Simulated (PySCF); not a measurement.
SMILES S(C)/C=C\c1occc1 (C7H8OS), GFN2-xTB optimised geometry.

```
17

C      1.45    -3.53     0.01
S      1.16    -1.73     0.00
C     -0.58    -1.73     0.00
C     -1.34    -0.62     0.00
C     -0.82     0.71     0.00
C     -1.47     1.93     0.01
C     -0.45     2.91     0.00
C      0.73     2.23    -0.01
O      0.52     0.91    -0.01
H      1.03    -3.97    -0.88
H      1.01    -3.96     0.90
H      2.52    -3.67     0.02
H     -1.03    -2.71     0.00
H     -2.42    -0.71     0.00
H     -2.52     2.09     0.01
H     -0.59     3.97     0.01
H      1.75     2.57    -0.01
```

Density from PBE/def2-SVP run with PySCF 2.14.0 at that geometry.

Minimum of the electron density along straight lines between bonded atoms, close to the bond critical point (lines longer than 1.1 times the sum of covalent radii, or with two minima, are not listed):

```csv
bond,length / Å,ρ at the minimum / e bohr⁻³,∇²ρ there / e bohr⁻⁵,position (fraction from the first atom)
C1–S2,1.822,0.178,-0.30,0.46
S2–C3,1.744,0.204,-0.42,0.52
C3–C4,1.340,0.328,-0.82,0.51
C4–C5,1.432,0.284,-0.68,0.49
C5–C6,1.376,0.316,-0.77,0.52
C6–C7,1.411,0.291,-0.66,0.50
C7–C8,1.363,0.322,-0.79,0.48
C5–O9,1.352,0.285,-0.04,0.33
C8–O9,1.341,0.290,0.04,0.33
C1–H10,1.086,0.277,-1.03,0.64
C1–H11,1.086,0.277,-1.03,0.64
C1–H12,1.085,0.277,-1.03,0.64
C3–H13,1.078,0.281,-1.06,0.64
C4–H14,1.080,0.279,-1.04,0.63
C6–H15,1.071,0.282,-1.07,0.63
C7–H16,1.071,0.283,-1.08,0.63
C8–H17,1.072,0.288,-1.13,0.65
```
